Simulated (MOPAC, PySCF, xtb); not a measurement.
Noncovalent pair: HF (SMILES F) (first 2 atoms) with CH4O (SMILES CO); geometry from B3LYP-D3(BJ)/def2-TZVP, rigid monomers moved along the line of their centres of mass till H2···O4 is 2.95 Å.
(charge 0, multiplicity 1):
```xyz
8

F      0.0851     0.0129     0.2358
H     -0.2159    -0.0603     1.1336
C      0.4696     0.4311     4.8274
O     -0.5998    -0.1286     4.0536
H      0.1979     0.4833     5.8835
H      0.6286     1.4382     4.4496
H      1.3913    -0.1428     4.7084
H     -0.7748    -1.0285     4.3490
```

Monomers are frozen at their geometry in the pair; levels with a basis set take the counterpoise correction. Rows marked so take none.

Rows in 3-21G, 6-31G* carry no dispersion term and start afresh at each structure (6-31G* with six Cartesian d functions). The state that PM3 reach isn't checked.

Run with MOPAC for PM3 (differences of heats of formation); PySCF for 3-21G rows, 6-31G* rows; xtb for the GFN methods. Values without a source in brackets are computed.

### Question
One of these levels gives -3.01 kcal/mol for the interaction energy. Which one is it?
A) GFN2-xTB
B) PM3
C) M06-2X/6-31G* (no counterpoise)
D) HF/3-21G (no counterpoise)

### Answer
A, GFN2-xTB. The others give -1.18 (PM3), -4.06 (HF/3-21G (no counterpoise)), -3.75 (M06-2X/6-31G* (no counterpoise))
